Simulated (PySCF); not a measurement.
# Relaxation of triplet VF₃

Level of theory: UPBE0/[V def2-SVP, F def2-SVP], no relativity, density fitting, PySCF. A (50,194) grid was used.

A start at or just off a symmetric point, pushed along the force that breaks its symmetry, of Cs symmetry, free to break it:

```xyz
4
charge 0 multiplicity 3, angstrom
V     0.0401    0.0000    0.0000
F     1.6931    0.0000    0.0000
F    -0.9003    1.5001    0.0000
F    -0.9003   -1.5001    0.0000
```

**Question.** What forces act on the atoms at the start (eV/Å)?

**Answer.** 
```csv
atom,Fx,Fy,Fz
V1,-3.11,0.00,0.00
F2,2.26,0.00,0.00
F3,0.42,-0.85,0.00
F4,0.42,0.85,0.00
```

**Question.** What does it relax to?

**Answer.** It ends at C2v with V–F 1.720 Å, V–F 1.733 Å (×2); F–V–F 110.9°, F–V–F 124.5° (×2). A frequency run shows a minimum. Other isomers or separated fragments may lie lower.

**Question.** How much energy is released, and in how many steps?

**Answer.** 11.2 kJ/mol in 6 steps.

With open d or f shells other occupations or spin states may lie lower.
